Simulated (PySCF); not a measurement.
# Excitation energy of Li by level of theory

Li [He] 2s1 (2S) → Li [He] 3d1 (2D), as a difference of total energies. All numbers are calculated (PySCF 2.14, no relativity, point nucleus, in dyall-acv3z (15s9p3d, 57 functions)). Correlated levels: valence and next inner shell: nothing frozen; virtual orbitals above 40 to 60 times the deepest correlated orbital energy dropped. The calculations carry no spin-orbit coupling.

```
                                method  excitation energy (eV)  error (eV)
                                   UHF                   5.130      +1.251
    MP2 (valence and next inner shell)                   5.165      +1.286
SCS-MP2 (valence and next inner shell)                   5.160      +1.281
   CCSD (valence and next inner shell)                   5.171      +1.292
CCSD(T) (valence and next inner shell)                   5.172      +1.293
  CCSDT (valence and next inner shell)                   5.172      +1.293
```

Reference: 3.879 eV (measured; NIST levels, between the centres of gravity of the two terms).

Errors of the correlated levels include the incompleteness of this basis.

The promoted electron is Rydberg-like, and one or two diffuse shells describe it only roughly, which tends to raise the upper state.
